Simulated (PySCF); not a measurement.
Se(SH)2 (H₂S₂Se), SMILES [Se](S)S. The structure is a stationary point at ωB97X-D3(BJ)/def2-TZVP. One conformer was computed; it need not be the lowest.

TDDFT-LC-ωPBE/def2-SVPD run with PySCF puts the lowest singlet excitations at 4.55, 4.69, 4.89, 5.08, 5.94, 6.48 eV.

Problem. What are the lowest excitation roots from ADC(2)/aug-cc-pVDZ (PySCF)? (Estimate from the structure and the level; the computed values follow.)

Solution. 4.53, 4.80, 4.84, 5.15, 5.43, 5.68 eV. S1 differs by -0.02 eV (second minus first; roots are paired by order, and the bases may differ).
